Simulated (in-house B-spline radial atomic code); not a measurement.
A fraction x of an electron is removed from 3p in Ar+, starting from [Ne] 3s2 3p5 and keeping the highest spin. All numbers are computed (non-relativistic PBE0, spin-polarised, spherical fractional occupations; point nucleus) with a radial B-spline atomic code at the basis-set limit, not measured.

Caution: exact exchange at fractional occupations of open shells leaves self-interaction of up to several eV.

```
   x  E(x) - E(0) (eV)  3p down level (eV)
   0            0.0000             -22.207
 0.1            2.2748             -23.290
0.18            4.1728             -24.163
0.36            8.7003             -26.147
0.49           12.1936             -27.598
 0.5           12.4701             -27.710
0.57           14.4373             -28.497
0.64           16.4598             -29.289
0.79           20.9810             -30.997
0.91           24.7832             -32.375
   1           27.7437             -33.414
```

The exact functional would give a straight line between the two integer points. Deviations E(x) - E(0) - x[E(1) - E(0)], in eV: -0.5 at x = 0.1, -0.821 at x = 0.18, -1.287 at x = 0.36, -1.401 at x = 0.49, -1.402 at x = 0.5, -1.377 at x = 0.57, -1.296 at x = 0.64, -0.937 at x = 0.79, -0.464 at x = 0.91.

The curve lies below the straight line by up to 1.402 eV (at x = 0.5): convex, the delocalisation error, to which spherically averaged exact exchange adds.

Problem. How well does Slater's transition state (minus the level at half occupation) give the ionisation energy?

Solution. It gives 27.710 eV against 27.744 eV from the two total energies; NIST lists 27.63 eV, ground level to ground level. The end point has an open shell averaged over its orbitals, so its exact exchange keeps a self-interaction and this is no true integer point.
